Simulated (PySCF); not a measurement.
## GaP⁺: energy against distance

Set-up: Ga cc-pVDZ-PP with ECP10, P cc-pV(D+d)Z; scalar-relativistic core potentials (PySCF 2.14). Energies in eV from Ga⁺ + P in their ground configurations at the same level. State: ⁴Σ⁻ (quartet), unpaired electrons σ ↑, π ↑↑.

All columns are B2PLYP. A positive dipole points towards P; it is taken about the centre of mass and depends on that origin.

| R (Å) | E (eV) | μ (D) | Mulliken charge on Ga (basis-dependent) | HOMO (eV) | LUMO (eV) | Mayer bond order | ⟨S²⟩ |
| --- | --- | --- | --- | --- | --- | --- | --- |
| 2.325 | -0.150 | -0.01 | 0.68 | -13.95 | -8.43 | 0.98 | 3.76 |
| 2.434 | -0.288 | -0.12 | 0.71 | -13.94 | -8.35 | 0.84 | 3.76 |
| 2.542 | -0.366 | -0.28 | 0.73 | -13.91 | -8.25 | 0.71 | 3.76 |
| 2.623 | -0.398 | -0.44 | 0.75 | -13.88 | -8.16 | 0.63 | 3.76 |
| 2.704 | -0.415 | -0.62 | 0.77 | -13.84 | -8.06 | 0.57 | 3.76 |
| 2.785 | -0.421 | -0.83 | 0.78 | -13.79 | -7.96 | 0.51 | 3.76 |
| 2.893 | -0.416 | -1.12 | 0.80 | -13.71 | -7.82 | 0.44 | 3.76 |
| 3.029 | -0.396 | -1.52 | 0.83 | -13.58 | -7.66 | 0.37 | 3.75 |
| 3.191 | -0.361 | -2.01 | 0.85 | -13.32 | -7.48 | 0.31 | 3.75 |
| 3.407 | -0.306 | -2.67 | 0.88 | -12.99 | -7.27 | 0.24 | 3.75 |

A fit through these points gives, at Re = 2.795 Å, μ = -0.85 D and dμ/dR = -2.64 D/Å; the reduced mass is 21.37 u.

Task: How strong is the fundamental in the double-harmonic approximation, I = 42.26·(dμ/dR)²/μred km/mol?

Result: I = 42.26·(-2.64)²/21.37 = 13.8 km/mol at B2PLYP.

Correlated steps freeze 9 core orbitals. Spin–orbit coupling is left out. For an ion De counts to the pair picked by the measured ionisation energies or electron affinities, which need not be the lowest pair at this level. B2PLYP dipoles, levels and charges come from its SCF part alone. The state is the lowest determinant that a PBE0 search found; another state may lie lower at other levels.
